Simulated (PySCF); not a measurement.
# Static response to an electric field

Species: 2-phenylethanol, C₈H₁₀O.
Structure used (PBE0-D3(BJ)/def2-SVP), in Å, numbered top down from 1:
```xyz
19
C8H10O angstrom
O     -3.551    0.013    0.388
C     -2.179    0.283    0.458
C     -1.345   -0.643   -0.427
C      0.131   -0.394   -0.290
C      0.784    0.531   -1.114
C      2.141    0.802   -0.952
C      2.870    0.152    0.042
C      2.232   -0.769    0.872
C      0.875   -1.036    0.706
H     -3.843    0.187   -0.513
H     -1.882    0.143    1.509
H     -1.945    1.337    0.206
H     -1.651   -0.503   -1.479
H     -1.590   -1.683   -0.158
H      0.219    1.041   -1.900
H      2.633    1.523   -1.610
H      3.935    0.361    0.169
H      2.796   -1.286    1.652
H      0.381   -1.764    1.357
```

Level: wB97X-D/def2-SVPD (PySCF), static field, nuclei fixed, core orbitals frozen in the response. The polarisability tensor in these axes (au):

```
x   123.86   5.88   4.61
y     5.88  82.02 -15.35
z     4.61 -15.35  86.69
```

**Question.** What are the eigenvalues, a third of the trace, and Δα (Δα² = ½Σ(αi − αj)² over the three pairs)?

**Answer.** Principal values 67.83, 99.88 and 124.86 au; mean 97.52 au = 14.45 Å³ = 16.08 × 10⁻⁴⁰ C²·m²/J; Δα = 49.51 au (51 % of the mean).

**Question.** What is the dipole moment, and where does it point?

**Answer.** (0.83, 0.42, -1.24) D, 1.55 D in size, pointing from the negative to the positive side. Measured along this direction, the outermost atoms are O1 and H11 at the negative end and H16 at the positive end.

**Question.** Estimate the molar refractivity from the static electronic polarisability.

**Answer.** Lorentz–Lorenz: R = (4π/3)N_A α = 2.5225 cm³/(mol·Å³) × 14.45 Å³ = 36.5 cm³/mol, in the limit of long wavelengths.

**Question.** What are the principal values of the traceless quadrupole moment, Θ = ½Σq(3rr − r²1), about the centre of nuclear charge?

**Answer.** -12.14, -0.98, 13.12 D·Å. The values depend on the origin, since the dipole doesn't vanish. The electronic extent ⟨r²⟩ about the same centre is 1497 bohr², a root-mean-square distance of 2.52 Å for the 66 electrons.

**Question.** Refractivity n − 1 of an ideal gas of it at 350 K and 1 atm, from the electronic α?

**Answer.** N = p/kT = 2.0968 × 10¹⁹ cm⁻³, so n − 1 = 2π × N × 14.45 × 10⁻²⁴ cm³ = 1904 × 10⁻⁶ at long wavelengths, for an ideal gas.

**Question.** Along which axes do the principal values lie, and how far do the nuclei extend along each?

**Answer.** Largest value along (0.99, 0.11, 0.08), where the nuclei span 7.78 Å; middle along (0.01, -0.65, 0.76), 4.36 Å; least along (-0.13, 0.75, 0.65), 2.55 Å. The response follows the extents in order.

Geometry: PBE0-D3(BJ)/def2-SVP, one conformer, isolated molecule.
